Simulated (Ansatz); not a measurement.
Cost and result for the atomization energy of CH4ClInO2, SMILES `O[CH2][In]([OH])[Cl]` (9 atoms, 8 bonds).

Cartesian coordinates in Å:
```
O 2.0733 -0.1234 -0.1141
C 1.0816 0.1176 0.8397
In -0.8645 -0.1292 -0.0825
O -2.7154 -0.7095 0.2423
Cl -0.5643 0.5531 -2.3400
H 1.9063 0.4111 -0.8983
H 1.1247 1.1267 1.2646
H 1.2034 -0.6044 1.6460
H -3.2451 -0.6420 -0.5577
```

Total charge 0; spin multiplicity 1. Correlated methods include outer-core shells of In, which these sets cover unevenly. In takes the def2 core potential. The structure was optimised at the PBE0-D4/def2-TZVP level. It is one conformer, not always the lowest. Program: Ansatz. All runs use 4 threads of an Arm Neoverse V2 on a shared host. Times are those of one run each, without the atoms' runs, and a repeat can differ threefold. Electronic energies, without spin–orbit coupling; frozen cores. CCSD(T)/CBS adds CCSD(T) − MP2 in def2-TZVPP to the MP2 limit, and its time is that of the two runs behind it. T1 = 0.015. With those shells the extrapolation isn't a true limit. HSE06 is the plane-wave form, built on full-range PBE exchange.

CCSD(T)/CBS is a level of theory with its own doubt, some kJ/mol a heavy atom from the limit and from the frozen cores, so smaller differences don't rank the functionals.

| level | functions | wall time |
| --- | --- | --- |
| revPBE-D4/def2-TZVPP | 241 | 2.1 s |
| PBE-D4/def2-TZVPP (with forces) | 241 | 2.5 s |
| HSE06-D4/def2-TZVPP | 241 | 3.4 s |
| BHLYP-D4/def2-TZVPP | 241 | 3.5 s |
| CAM-B3LYP-D4/def2-TZVPP | 241 | 3.7 s |
| r2SCANh-D4/def2-TZVPP | 241 | 5.5 s |
| PBE-QIDH/def2-TZVPP | 241 | 6 s |
| B2PLYP/def2-TZVPP | 241 | 6.5 s |
| CCSD(T)/def2-SVP | 106 | 8 s |
| ωB97M-V/def2-TZVPP (with forces) | 241 | 11 s |
| MP2/def2-QZVPP | 443 | 19 s |
| CCSD(T)/def2-TZVPP | 241 | 4 min |
| CCSD(T)/CBS(def2) | – | 4.3 min |

Question: What atomization energy does each give, and how far from CCSD(T)/CBS? (An estimate is asked.)

Answer: Computed: 
| level | atomization (kJ/mol) | difference from CCSD(T)/CBS | per bond |
| --- | --- | --- | --- |
| revPBE-D4/def2-TZVPP | 2975.9 | -50.0 | -6.3 |
| PBE-D4/def2-TZVPP (with forces) | 3079.0 | 53.1 | 6.6 |
| HSE06-D4/def2-TZVPP | 2990.3 | -35.6 | -4.5 |
| BHLYP-D4/def2-TZVPP | 2842.5 | -183.4 | -22.9 |
| CAM-B3LYP-D4/def2-TZVPP | 2993.9 | -32.0 | -4.0 |
| r2SCANh-D4/def2-TZVPP | 2982.4 | -43.5 | -5.4 |
| PBE-QIDH/def2-TZVPP | 2967.0 | -58.9 | -7.4 |
| B2PLYP/def2-TZVPP | 2951.3 | -74.6 | -9.3 |
| CCSD(T)/def2-SVP | 2777.8 | -248.1 | -31.0 |
| ωB97M-V/def2-TZVPP (with forces) | 3009.7 | -16.2 | -2.0 |
| MP2/def2-QZVPP | 3066.0 | 40.1 | 5.0 |
| CCSD(T)/def2-TZVPP | 2921.7 | -104.2 | -13.0 |
| CCSD(T)/CBS(def2) | 3025.9 | 0.0 | 0.0 |

From BLYP to BHLYP (50 % exact exchange), in def2-TZVPP and without D4, the atomization energy moves by −132.8 kJ/mol: exact exchange takes away binding that semilocal exchange gives to molecules. In def2-TZVPP, CCSD(T) changes the Hartree–Fock value by +905.3 kJ/mol (the triples alone add +63.1 kJ/mol) and MP2 by +987.7 kJ/mol; breaking electron pairs costs correlation energy, which Hartree–Fock lacks. The D4 term adds +29.3 kJ/mol with B3LYP and +15.5 kJ/mol with PBE0; it sums over pairs of atoms, weighted by their polarisabilities, and B3LYP, whose exchange is more repulsive, gets the larger term.

B3LYP here is the variant with VWN-RPA as its local correlation; programs differ in this.

Spin–orbit coupling would lower the free In atoms strongly, and the atomization energy with them, by more than many differences here.
